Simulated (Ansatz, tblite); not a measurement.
Cost and result up the ladder for the cluster Mg₄Se₅ (the lowest singlet isomer of a short search) (9 atoms). Total charge 0; singlet. Geometry: PBE-D4/def2-SVP.

Cartesian coordinates in Å:
```
Mg -0.020 -1.675 0.486
Mg -1.560 0.650 -0.114
Mg 0.824 1.452 1.854
Mg 2.981 0.959 0.132
Se 0.052 -2.449 -1.915
Se -2.174 -1.752 -1.156
Se -0.943 -0.264 2.371
Se 0.765 0.372 -1.363
Se 0.075 2.706 -0.295
```

Ansatz on 4 threads of Intel Xeon on a shared host; xTB runs through tblite on one thread. Times are rough, summed over both states, and most runs start from the orbitals of an earlier one. No level here is sound enough to serve as a yardstick. The other state is a triplet.

The xTB rows come from tblite. The structure comes from a short search, and lower isomers may exist.

xTB has no spin-polarisation term.

```
           level  functions  wall time  vertical triplet (eV)                                  remarks
        GFN1-xTB         61     0.04 s                   1.26                                        –
        GFN2-xTB         81     0.19 s                   1.47                                        –
 PBE-D4/def2-SVP        232       16 s                   1.23                                        –
PBE0-D4/def2-SVP        232       38 s                   1.20  restricted SCF unstable in HF (singlet)
```
